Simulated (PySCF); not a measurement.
Electron correlation in B (boron, neutral)

[He] 2s1 2p1 3d1, one real determinant (an excited configuration). Calculation: PySCF 2.14, in dyall-acv3z (15s9p4d2f, 76 functions); no relativity, point nucleus. Frozen: nothing; 5 electrons correlated; the 5 highest virtual orbitals of each spin left out.

| level | correlation energy (mhartree) |
| --- | --- |
| CCSD | -57.30 |
| (T) | -0.24 |
| CCSD(T) | -57.54 |

Diagnostics: T1 = 0.0060, D1 = 0.0172, largest double amplitude 0.046.

Is a single reference adequate?

Yes: T1 lies below 0.03 and no double amplitude reaches 0.07.

The reference is one real determinant that mixes LS terms of this configuration.
